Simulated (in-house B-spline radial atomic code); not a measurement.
A fraction x of an electron is added to 4p in Ga, starting from [Ar] 3d10 4s2 4p1 and keeping the highest spin. Level of theory: scalar-relativistic (X2C) LDA PW92, spin-polarised, spherical fractional occupations, Fermi nucleus of rms radius 3.9973 fm; calculated with a radial B-spline atomic code at the basis-set limit.

```csv
x,E(x) - E(0) (eV),4p up level (eV)
0,0.0000,-2.960
0.1,-0.2682,-2.408
0.2,?,?
0.3,?,?
0.4,-0.7572,-0.890
0.5,-0.8235,-0.442
0.6,-0.8467,-0.030
```

Question: What belongs in the row x = 0.2?

Answer: An energy change of -0.4822 eV; 4p up at -1.877 eV.

Question: What belongs in the row x = 0.3?

Answer: An energy change of -0.6444 eV; 4p up at -1.370 eV.

Question: Check Janak's theorem between x = 0.4 and 0.5.

Answer: The slope of the energy is -0.66 eV; the orbital levels give -0.67 eV (ε of the filling orbital, averaged over the two points).

Question: Up to what added charge does this functional bind the extra electron?

Answer: The highest level rises by about 4.1 eV per electron near x = 0.6 and would reach zero near x = 0.61, so a whole extra electron isn't bound at the basis-set limit.
